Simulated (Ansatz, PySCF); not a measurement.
Process, species as SMILES: [SiH3]Cl [chlorosilane] → [SiH3] (SiH3) + Cl atom (the Cl-Si bond at the site shown breaks; other sites are not compared here)
Each molecule is optimised on its own at B3LYP-D3(BJ)/def2-TZVP (Ansatz, a quantum-chemistry and plane-wave program).

Wanted: bond dissociation energy (0 K, with B3LYP-D3(BJ) harmonic zero-point energies from PySCF), in kJ/mol. Cores are frozen in the correlated levels unless marked. UHF or UKS for open shells. No spin-orbit coupling. No relativistic terms. Basis-set limits of correlation are two-point, X^-3; Hartree-Fock from the larger set.

| level | program | bond dissociation energy (kJ/mol) |
|---|---|---|
| HF/cc-pVTZ | Ansatz | 334.3 |
| BLYP-D3(BJ)/def2-TZVPD | Ansatz + dftd3 | 430.2 |
| BP86-D4/def2-TZVPD | PySCF + dftd4 | 442.5 |
| PBE0/STO-3G | Ansatz | 505.7 |
| PBE0/def2-TZVPD | Ansatz | 439.9 |
| HSE06/def2-TZVPD | Ansatz | 440.6 |
| LC-wPBE-D3(BJ)/def2-TZVPD | Ansatz + dftd3 | 438.9 |
| MP2/def2-SVP | Ansatz | 418.6 |
| MP2/def2-SVPD | Ansatz | 427.4 |
| MP2/cc-pV(T+d)Z | Ansatz | 456.4 |
| MP2/def2-TZVPP | Ansatz | 457.7 |
| MP2/def2-QZVPP | Ansatz | 469.4 |
| RI-MP2/aug-cc-pV(T+d)Z | Ansatz | 460.2 |
| CCSD/def2-QZVPPD | Ansatz | 438.4 |
| CCSD(T)/CBS(def2-TZVPPD,def2-QZVPPD) | Ansatz | 456.3 |
